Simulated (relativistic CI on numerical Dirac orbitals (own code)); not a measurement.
**Inner-shell lines of Ca3+**

Computed by Dirac-Coulomb-Breit CI, KLI orbitals optimised for each configuration, model QED (radiative potential, 1s self-energy scaled to tabulated hydrogen-like ionisation energies), valence Slater integrals scaled by 0.9 (own radial code, finite nucleus).

Configuration list (outside the closed core 2s2 2p6): 1s2 3s2 3p5, 1s 3s2 3p6, 1s 3s2 3p5 4p, 1s 3s 3p6 4p, 1s2 3s 3p6. Levels of other configurations are missing.

The table holds the strongest lines. The upper levels have an inner-shell vacancy. Auger decay, open to those above the ionisation limit, is not computed, and radiative decays to configurations outside the model are missing too. Absolute energies can be off by a few tenths of a per cent, so close lines can change order. LS names give the leading component, which can be well under half, for lower levels too. Brackets number the levels in order of energy.

| E (eV) | Upper | Lower | A (s⁻¹) | gA (s⁻¹) |
| --- | --- | --- | --- | --- |
| 4014.3 | 1s 3s2 3p6 2S_1/2 [4] | 1s2 3s2 3p5 2P°_1/2 [2] | 8.73e+12 | 1.75e+13 |
| 4014.7 | 1s 3s2 3p6 2S_1/2 [4] | 1s2 3s2 3p5 2P°_3/2 [1] | 1.73e+13 | 3.46e+13 |
| 4060.8 | 1s 3s2 3p5 4p 4D_5/2 [7] | 1s2 3s2 3p5 2P°_3/2 [1] | 1.54e+11 | 9.23e+11 |
| 4061.1 | 1s 3s2 3p5 4p 2S_1/2 [9] | 1s2 3s2 3p5 2P°_3/2 [1] | 1.80e+12 | 3.59e+12 |
| 4061.1 | 1s 3s2 3p5 4p 4P_3/2 [14] | 1s2 3s2 3p5 2P°_1/2 [2] | 4.69e+11 | 1.87e+12 |
| 4061.2 | 1s 3s2 3p5 4p 2D_5/2 [11] | 1s2 3s2 3p5 2P°_3/2 [1] | 1.50e+12 | 9.02e+12 |
| 4061.3 | 1s 3s2 3p5 4p 4P_3/2 [16] | 1s2 3s2 3p5 2P°_1/2 [2] | 7.11e+11 | 2.84e+12 |
| 4061.4 | 1s 3s2 3p5 4p 4P_5/2 [12] | 1s2 3s2 3p5 2P°_3/2 [1] | 2.30e+11 | 1.38e+12 |
| 4061.4 | 1s 3s2 3p5 4p 2P_1/2 [17] | 1s2 3s2 3p5 2P°_1/2 [2] | 1.14e+12 | 2.27e+12 |
| 4061.4 | 1s 3s2 3p5 4p 2P_3/2 [13] | 1s2 3s2 3p5 2P°_3/2 [1] | 1.51e+12 | 6.05e+12 |
| 4061.7 | 1s 3s2 3p5 4p 4P_3/2 [16] | 1s2 3s2 3p5 2P°_3/2 [1] | 1.43e+11 | 5.71e+11 |
| 4061.9 | 1s 3s2 3p5 4p 2D_3/2 [18] | 1s2 3s2 3p5 2P°_1/2 [2] | 6.49e+11 | 2.60e+12 |
| 4062.0 | 1s 3s 3p6 4p 2P°_3/2 [26] | 1s2 3s 3p6 2S_1/2 [3] | 1.69e+12 | 6.77e+12 |
| 4062.0 | 1s 3s 3p6 4p 2P°_1/2 [27] | 1s2 3s 3p6 2S_1/2 [3] | 1.71e+12 | 3.43e+12 |
| 4062.4 | 1s 3s2 3p5 4p 2P_1/2 [20] | 1s2 3s2 3p5 2P°_1/2 [2] | 6.74e+11 | 1.35e+12 |
| 4062.4 | 1s 3s2 3p5 4p 2D_5/2 [19] | 1s2 3s2 3p5 2P°_3/2 [1] | 2.75e+11 | 1.65e+12 |
| 4062.4 | 1s 3s2 3p5 4p 2P_3/2 [21] | 1s2 3s2 3p5 2P°_1/2 [2] | 2.18e+11 | 8.73e+11 |
| 4062.8 | 1s 3s2 3p5 4p 2P_3/2 [21] | 1s2 3s2 3p5 2P°_3/2 [1] | 4.10e+11 | 1.64e+12 |
| 4063.8 | 1s 3s 3p6 4p 2P°_1/2 [28] | 1s2 3s 3p6 2S_1/2 [3] | 4.55e+11 | 9.09e+11 |
| 4063.9 | 1s 3s 3p6 4p 2P°_3/2 [29] | 1s2 3s 3p6 2S_1/2 [3] | 4.60e+11 | 1.84e+12 |
